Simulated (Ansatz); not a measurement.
C3H2BrF, SMILES C(F)(=C=C)Br.

Geometry: PBE0-D3(BJ)/def2-SVP.

Two levels are set side by side: PBE/def2-SVPD (Ansatz, a first-principles code) and CAM-B3LYP/def2-SVPD (Ansatz). Energy differences of separate SCF runs at the same geometry; the states with an electron removed or added have multiplicity 2 and 2. Differences are taken from unrounded values.

```csv
quantity,PBE
vertical ionisation energy (eV),9.20
vertical singlet–triplet gap (eV),3.60
```

Problem. These are the PBE values. What does CAM-B3LYP give? (Estimate from the structure and the level; the computed values follow.)

Solution. 
| quantity | CAM-B3LYP | PBE minus CAM-B3LYP |
|---|---|---|
| vertical ionisation energy (eV) | 9.56 | -0.36 |
| vertical singlet–triplet gap (eV) | 3.96 | -0.36 |
